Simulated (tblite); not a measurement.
Compound: C₃H₉BS.
SMILES with atom numbers: `[BH2:1][S:2][CH:3]([CH3:4])[CH3:5]` (hydrogens: H6, H7 on B1; H8 on C3; H9, H10, H11 on C4; H12, H13, H14 on C5)

Computed with GFN2-xTB (tblite), gas phase: L-BFGS steps from a force-field or distance-geometry start until the largest atomic force falls under 0.01 eV/Å.

Step 51: E = -422.1042 eV
```
atom  x, y, z in Å  |  force x, y, z in eV/Å
B1      2.5090   -0.5193   -0.1877   -0.112   0.050  -0.043
S2      0.9445   -1.2731    0.0114    0.181  -0.060   0.039
C3     -0.3756   -0.0104   -0.3426    0.021  -0.006   0.029
C4     -0.2858    1.1769    0.5998    0.003   0.002   0.029
C5     -1.7053   -0.7381   -0.2098   -0.013  -0.001   0.044
H6      2.6131    0.6098   -0.4768   -0.030  -0.064  -0.010
H7      3.4386   -1.2124   -0.0270   -0.087   0.059   0.014
H8     -0.2202    0.3096   -1.3745    0.002   0.012  -0.033
H9      0.5964    1.7815    0.4017    0.028  -0.058   0.017
H10    -1.1634    1.8073    0.4686   -0.003   0.025   0.002
H11    -0.2545    0.8404    1.6347   -0.015  -0.001  -0.020
H12    -1.8132   -1.1342    0.7987   -0.017   0.077  -0.021
H13    -1.7504   -1.5758   -0.8989    0.000  -0.012  -0.058
H14    -2.5337   -0.0627   -0.4198    0.043  -0.022   0.011
```

Step 52: E = -422.1065 eV
```
atom  x, y, z in Å  |  force x, y, z in eV/Å
B1      2.5011   -0.5246   -0.1984   -0.016   0.124  -0.045
S2      0.9429   -1.2749    0.0309    0.126  -0.059   0.052
C3     -0.3702   -0.0089   -0.3339    0.009  -0.037   0.008
C4     -0.2858    1.1756    0.6111   -0.008   0.011   0.005
C5     -1.7024   -0.7339   -0.2148    0.004  -0.041  -0.027
H6      2.5980    0.5989   -0.5249   -0.027  -0.149   0.020
H7      3.4340   -1.2089   -0.0120   -0.102   0.086  -0.015
H8     -0.2069    0.3142   -1.3643    0.004  -0.002  -0.016
H9      0.5843    1.7917    0.4024    0.059  -0.028   0.017
H10    -1.1747    1.7910    0.4891   -0.010   0.051   0.012
H11    -0.2368    0.8403    1.6445   -0.023  -0.022   0.010
H12    -1.8301   -1.1221    0.7933   -0.010   0.079   0.008
H13    -1.7289   -1.5795   -0.8974   -0.038   0.024  -0.037
H14    -2.5251   -0.0596   -0.4479    0.030  -0.037   0.009
```

Step 53: E = -422.1083 eV
```
atom  x, y, z in Å  |  force x, y, z in eV/Å
B1      2.4966   -0.5243   -0.2041    0.063   0.042   0.006
S2      0.9466   -1.2787    0.0361    0.022  -0.083   0.065
C3     -0.3661   -0.0120   -0.3289   -0.019  -0.047  -0.013
C4     -0.2848    1.1735    0.6147    0.017  -0.017  -0.016
C5     -1.7016   -0.7327   -0.2158    0.020  -0.036  -0.001
H6      2.5854    0.5929   -0.5333   -0.012  -0.010  -0.028
H7      3.4353   -1.1988   -0.0111   -0.097   0.071  -0.025
H8     -0.2024    0.3125   -1.3598    0.010  -0.016   0.011
H9      0.5830    1.7899    0.4033    0.091   0.009   0.009
H10    -1.1750    1.7845    0.4899   -0.036   0.076   0.021
H11    -0.2313    0.8430    1.6486   -0.038  -0.041   0.034
H12    -1.8431   -1.1178    0.7925    0.019   0.083  -0.014
H13    -1.7247   -1.5780   -0.8977   -0.049  -0.002  -0.044
H14    -2.5183   -0.0547   -0.4565    0.009  -0.029  -0.003
```

Step 54: E = -422.1099 eV
```
atom  x, y, z in Å  |  force x, y, z in eV/Å
B1      2.4934   -0.5260   -0.2095    0.063   0.024   0.018
S2      0.9484   -1.2819    0.0510   -0.034  -0.029   0.049
C3     -0.3622   -0.0126   -0.3244   -0.019  -0.050  -0.012
C4     -0.2848    1.1734    0.6210    0.018  -0.005  -0.029
C5     -1.6995   -0.7316   -0.2197    0.011  -0.023  -0.008
H6      2.5735    0.5854   -0.5569    0.000   0.005  -0.033
H7      3.4331   -1.1949   -0.0073   -0.068   0.069  -0.032
H8     -0.1934    0.3137   -1.3550    0.016  -0.038   0.045
H9      0.5783    1.7968    0.4033    0.046  -0.016   0.025
H10    -1.1824    1.7775    0.5017    0.016   0.048   0.030
H11    -0.2216    0.8417    1.6548   -0.042  -0.027   0.003
H12    -1.8532   -1.1082    0.7901    0.031   0.067  -0.026
H13    -1.7169   -1.5797   -0.8988   -0.050  -0.001  -0.023
H14    -2.5132   -0.0542   -0.4725    0.012  -0.026  -0.007
```

**Question.** Estimate the geometry and energy of step 55. (The exact step hangs on the optimiser's Hessian estimate; all steps are aligned on step 54, rigid shifts and turns removed.)

**Answer.** E = -422.1113 eV, largest force 0.094 eV/Å
```
atom  x, y, z in Å  |  force x, y, z in eV/Å
B1      2.4883   -0.5249   -0.2114    0.047  -0.018   0.032
S2      0.9487   -1.2852    0.0610   -0.085   0.024   0.023
C3     -0.3592   -0.0133   -0.3243   -0.009  -0.033   0.004
C4     -0.2834    1.1729    0.6227   -0.002  -0.020  -0.031
C5     -1.6959   -0.7313   -0.2216    0.012  -0.014  -0.060
H6      2.5611    0.5815   -0.5684    0.010   0.057  -0.051
H7      3.4270   -1.1900   -0.0052   -0.007   0.050  -0.027
H8     -0.1877    0.3152   -1.3546    0.025  -0.062   0.066
H9      0.5803    1.7960    0.4051    0.031  -0.015   0.037
H10    -1.1825    1.7770    0.5075    0.045   0.032   0.012
H11    -0.2216    0.8383    1.6560   -0.028  -0.020  -0.002
H12    -1.8524   -1.0995    0.7884    0.028   0.006   0.034
H13    -1.7132   -1.5794   -0.9005   -0.042  -0.021  -0.004
H14    -2.5097   -0.0579   -0.4769   -0.027   0.034  -0.033
```

The energy changes by -0.0015 eV. The first-order estimate −F·Δx gives -0.0024 eV and the mean of the old and new forces, exact on a quadratic surface, -0.0015 eV. The step makes an angle of 67° with the force vector and moves no atom by more than 0.017 Å.

What follows is the cost of the whole relaxation. Time: 0.52 s wall. Hardware: one thread, Arm Neoverse V1 (aarch64), shared host with 32 logical CPUs at a one-minute load of 28.
